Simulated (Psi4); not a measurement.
MoO3, triplet, at a GFN2-xTB geometry (such geometries of metal compounds can be far from the true shape) (the multiplicity is a formal guess) (core potentials on Mo); Psi4 1.11 with BLYP/def2-SVP.

Input for Psi4:
```
memory 2 GB

molecule mol {
0 3
Mo   -0.000000   -0.000000   -0.000000
O    -1.132758   -1.198745   -0.100894
O    -0.102421    1.318933   -0.990069
O     1.235179   -0.120188    1.090962
}

set {
  basis def2-svp
  reference uks
}

energy('blyp')
print_variables()
```

Output, abridged:

```
   => Loading Basis Set <=

    Name: DEF2-SVP
    Role: ORBITAL
    Keyword: BASIS

    !!!  WARNING: ECP capability is in beta. Please check occupations closely.  !!!

         ---------------------------------------------------------
                                   SCF
               by Justin Turney, Rob Parrish, Andy Simmonett
                          and Daniel G. A. Smith
                              UKS Reference
         ---------------------------------------------------------

  ==> Geometry <==

    Molecular point group: c1
    Full point group: C1

    Geometry (in Angstrom), charge = 0, multiplicity = 3:

       Center              X                  Y                   Z               Mass
    ------------   -----------------  -----------------  -----------------  -----------------
         MO           0.000000000000     0.000000000000     0.000000109637    97.905404820000
         O           -1.132758000000    -1.198745000000    -0.100893890363    15.994914619570
         O           -0.102421000000     1.318933000000    -0.990068890363    15.994914619570
         O            1.235179000000    -0.120188000000     1.090962109637    15.994914619570

  Running in c1 symmetry.

  Rotational constants: A =      0.25734  B =      0.25734  C =      0.12867 [cm^-1]
  Rotational constants: A =   7714.93221  B =   7714.92780  C =   3857.46500 [MHz]
  Nuclear repulsion =  143.106084641580139

  Charge       = 0
  Multiplicity = 3
  Electrons    = 38
  Nalpha       = 20
  Nbeta        = 18

  ==> Algorithm <==

  SCF Algorithm Type is DF.
  DIIS enabled.
  MOM disabled.
  Fractional occupation disabled.
  Guess Type is SAD.
  Energy threshold   = 1.00e-06
  Density threshold  = 1.00e-06
  Integral threshold = 1.00e-12

  ==> Primary Basis <==

  Basis Set: DEF2-SVP
    Blend: DEF2-SVP
    Number of shells: 29
    Number of basis functions: 73
    Number of Cartesian functions: 81
    Spherical Harmonics?: true
    Max angular momentum: 3

  Core potential: DEF2-SVP
    Number of shells: 4
    Number of ECP primitives: 14
    Number of ECP core electrons: 28
    Max angular momentum: 3

  ==> DFT Potential <==

   => LibXC <=

    Version 7.1.2
    S. Lehtola, C. Steigemann, M. J. T. Oliveira, and M. A. L. Marques,  SoftwareX 7, 1–5 (2018) (10.1016/j.softx.2017.11.002)

   => Composite Functional: BLYP <=

    BLYP GGA Exchange-Correlation Functional

    P.J. Stephens et. al., J. Phys. Chem., 98, 11623-11627, 1994
[...]
      Ntotal   =   37.9999999928 ; deviation = -7.168e-09

   @Spin Contamination Metric:   3.588986230E-03
   @S^2 Expected:                2.000000000E+00
   @S^2 Observed:                2.003588986E+00
   @S   Expected:                1.000000000E+00
   @S   Observed:                1.000000000E+00

    Orbital Energies [Eh]
    ---------------------

    Alpha Occupied:

[...]
    Alpha Virtual:

[...]
    Beta Occupied:

[...]
    Beta Virtual:

[...]
      73A     38.694881

    Final Occupation by Irrep:
              A
    DOCC [    18 ]
    SOCC [     2 ]
    NA   [    20 ]
    NB   [    18 ]

  @DF-UKS Final Energy:  -293.64939343470473

   => Energetics <=

    Nuclear Repulsion Energy =            143.1060846415801393
    One-Electron Energy =                -710.3154052743263946
    Two-Electron Energy =                 307.0996920319214496
    DFT Exchange-Correlation Energy =     -33.5397648338799002
    Empirical Dispersion Energy =           0.0000000000000000
    VV10 Nonlocal Energy =                  0.0000000000000000
    Total Energy =                       -293.6493934347047343

  UHF NO Occupations:
  HONO-2 :   18  A 1.9992464
  HONO-1 :   19  A 1.0000000
  HONO-0 :   20  A 1.0000000
  LUNO+0 :   21  A 0.0007536
  LUNO+1 :   22  A 0.0006864
  LUNO+2 :   23  A 0.0000731
  LUNO+3 :   24  A 0.0000564

Computation Completed

Properties will be evaluated at   0.000000,   0.000000,   0.000000 [a0]

Properties computed using the SCF density matrix

 Multipole Moments:

 ------------------------------------------------------------------------------------
     Multipole            Electronic (a.u.)      Nuclear  (a.u.)        Total (a.u.)
 ------------------------------------------------------------------------------------

 L = 1.  Multiply by 2.5417464519 to convert [e a0] to [Debye]
 Dipole X            :          0.0273693            0.0000000            0.0273693
 Dipole Y            :          0.0357474           -0.0000000            0.0357474
 Dipole Z            :         -0.0022129           -0.0000072           -0.0022202
 Magnitude           :                                                    0.0450765

 ------------------------------------------------------------------------------------

  Variable Map:
  ----------------------------------------------------------------------------
[...]
  Array Variable Map:
  ----------------------------------------------------------------------------
[...]
[...]
```
